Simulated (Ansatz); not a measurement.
Sn(N(SiH3)2)2 (Si4SnN2H12). The state is a singlet with charge 0. Geometry r2SCAN-D4/def2-SVP.

```xyz
19

Sn   -0.924   -1.610   -0.385
N    -0.526   -0.598    1.392
Si   -1.094   -1.271    2.909
Si    0.364    0.923    1.388
H     0.030   -1.589    3.844
H    -1.819   -2.543    2.591
H    -2.036   -0.352    3.618
H     0.451    1.379    2.813
H    -0.332    1.990    0.609
H     1.758    0.770    0.874
N     0.098   -0.161   -1.570
Si    1.771   -0.458   -1.949
Si   -0.896    1.045   -2.336
H     1.982   -0.901   -3.366
H     2.238   -1.571   -1.054
H     2.638    0.740   -1.720
H    -0.399    2.438   -2.111
H    -2.269    0.922   -1.733
H    -1.035    0.847   -3.816
```

In the def2 sets Sn takes a core potential; there is no spin–orbit coupling. B3LYP takes the VWN-RPA correlation.

Task: Estimate the orbital energies around the gap (eV) in Ansatz with PBE-D4/def2-SVP, r2SCAN-D4/def2-TZVP, B3LYP-D4/def2-TZVP, PBE0-D4/def2-SVP, PBE0-D4/def2-TZVP.

Result: 
```json
{"orbital": "HOMO−5", "PBE-D4/def2-SVP": "-7.92", "r2SCAN-D4/def2-TZVP": "-8.33", "B3LYP-D4/def2-TZVP": "-9.10", "PBE0-D4/def2-SVP": "-9.27", "PBE0-D4/def2-TZVP": "-9.30"}
{"orbital": "HOMO−4", "PBE-D4/def2-SVP": "-7.88", "r2SCAN-D4/def2-TZVP": "-8.27", "B3LYP-D4/def2-TZVP": "-9.04", "PBE0-D4/def2-SVP": "-9.22", "PBE0-D4/def2-TZVP": "-9.23"}
{"orbital": "HOMO−3", "PBE-D4/def2-SVP": "-7.48", "r2SCAN-D4/def2-TZVP": "-7.84", "B3LYP-D4/def2-TZVP": "-8.56", "PBE0-D4/def2-SVP": "-8.77", "PBE0-D4/def2-TZVP": "-8.78"}
{"orbital": "HOMO−2", "PBE-D4/def2-SVP": "-6.71", "r2SCAN-D4/def2-TZVP": "-7.09", "B3LYP-D4/def2-TZVP": "-7.73", "PBE0-D4/def2-SVP": "-7.88", "PBE0-D4/def2-TZVP": "-7.93"}
{"orbital": "HOMO−1", "PBE-D4/def2-SVP": "-6.37", "r2SCAN-D4/def2-TZVP": "-6.76", "B3LYP-D4/def2-TZVP": "-7.44", "PBE0-D4/def2-SVP": "-7.58", "PBE0-D4/def2-TZVP": "-7.65"}
{"orbital": "HOMO", "PBE-D4/def2-SVP": "-5.84", "r2SCAN-D4/def2-TZVP": "-6.24", "B3LYP-D4/def2-TZVP": "-6.91", "PBE0-D4/def2-SVP": "-7.05", "PBE0-D4/def2-TZVP": "-7.13"}
{"orbital": "LUMO", "PBE-D4/def2-SVP": "-3.23", "r2SCAN-D4/def2-TZVP": "-3.25", "B3LYP-D4/def2-TZVP": "-2.84", "PBE0-D4/def2-SVP": "-2.58", "PBE0-D4/def2-TZVP": "-2.63"}
{"orbital": "LUMO+1", "PBE-D4/def2-SVP": "-1.31", "r2SCAN-D4/def2-TZVP": "-1.31", "B3LYP-D4/def2-TZVP": "-0.97", "PBE0-D4/def2-SVP": "-0.59", "PBE0-D4/def2-TZVP": "-0.82"}
{"orbital": "LUMO+2", "PBE-D4/def2-SVP": "-0.93", "r2SCAN-D4/def2-TZVP": "-0.96", "B3LYP-D4/def2-TZVP": "-0.63", "PBE0-D4/def2-SVP": "-0.15", "PBE0-D4/def2-TZVP": "-0.47"}
{"orbital": "LUMO+3", "PBE-D4/def2-SVP": "0.10", "r2SCAN-D4/def2-TZVP": "0.12", "B3LYP-D4/def2-TZVP": "0.34", "PBE0-D4/def2-SVP": "0.95", "PBE0-D4/def2-TZVP": "0.51"}
{"orbital": "LUMO+4", "PBE-D4/def2-SVP": "0.64", "r2SCAN-D4/def2-TZVP": "0.55", "B3LYP-D4/def2-TZVP": "0.74", "PBE0-D4/def2-SVP": "1.53", "PBE0-D4/def2-TZVP": "0.96"}
{"orbital": "LUMO+5", "PBE-D4/def2-SVP": "0.69", "r2SCAN-D4/def2-TZVP": "0.62", "B3LYP-D4/def2-TZVP": "0.84", "PBE0-D4/def2-SVP": "1.59", "PBE0-D4/def2-TZVP": "1.05"}
```
